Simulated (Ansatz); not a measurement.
C2H2ClFGe (`F[C]1=[C](Cl)[GeH2]1`), 7 atoms. The species carries charge 0 and has multiplicity 1. Correlated methods include outer-core shells of Ge, which these sets cover unevenly. Scalar relativity is left out up to krypton. All runs use 4 threads of a server CPU on a shared host. Correlated methods freeze the cores.

(1) Give the basis size and wall time and peak host memory of each of these runs in Ansatz. RHF-MP2/def2-QZVPP energy; RKS PBE0-D4/def2-SVP energy; RKS B97M-V/def2-TZVPP energy; RKS ωB97M-V/def2-SVP energy; RKS PBE0-D4/def2-TZVP frequencies; direct RPA on PBE orbitals/def2-TZVPP energy; RKS revPBE-D4/def2-TZVPP energy; RKS PBE0-D4/def2-QZVPP energy; RKS PBE0-D4/def2-TZVP relaxation (6 steps); RKS ωB97M-V/def2-QZVPP energy; RHF-CCSD(T)/def2-SVP energy; RHF-CCSD(T)/def2-TZVPP energy. (Estimate.)

Results:

(1) The calculation gave: Other jobs shared the machine, so times are rough.

```json
{"level": "RKS PBE0-D4/def2-SVP", "job": "energy", "functions": "102", "wall time": "0.95 s", "peak host memory (GiB)": "0.22"}
{"level": "RKS revPBE-D4/def2-TZVPP", "job": "energy", "functions": "211", "wall time": "1.4 s", "peak host memory (GiB)": "0.27"}
{"level": "direct RPA on PBE orbitals/def2-TZVPP", "job": "energy", "functions": "211", "wall time": "3.2 s", "peak host memory (GiB)": "0.44"}
{"level": "RKS ωB97M-V/def2-SVP", "job": "energy", "functions": "102", "wall time": "3.8 s", "peak host memory (GiB)": "0.31"}
{"level": "RHF-CCSD(T)/def2-SVP", "job": "energy", "functions": "102", "wall time": "4.2 s", "peak host memory (GiB)": "0.42"}
{"level": "RKS B97M-V/def2-TZVPP", "job": "energy", "functions": "211", "wall time": "5.5 s", "peak host memory (GiB)": "0.34"}
{"level": "RKS PBE0-D4/def2-QZVPP", "job": "energy", "functions": "390", "wall time": "6 s", "peak host memory (GiB)": "1.4"}
{"level": "RHF-MP2/def2-QZVPP", "job": "energy", "functions": "390", "wall time": "14 s", "peak host memory (GiB)": "1.9"}
{"level": "RKS ωB97M-V/def2-QZVPP", "job": "energy", "functions": "390", "wall time": "14 s", "peak host memory (GiB)": "1.6"}
{"level": "RKS PBE0-D4/def2-TZVP", "job": "relaxation (6 steps)", "functions": "190", "wall time": "19 s", "peak host memory (GiB)": "0.52"}
{"level": "RKS PBE0-D4/def2-TZVP", "job": "frequencies", "functions": "190", "wall time": "88 s", "peak host memory (GiB)": "0.52"}
{"level": "RHF-CCSD(T)/def2-TZVPP", "job": "energy", "functions": "211", "wall time": "88 s", "peak host memory (GiB)": "3"}
```
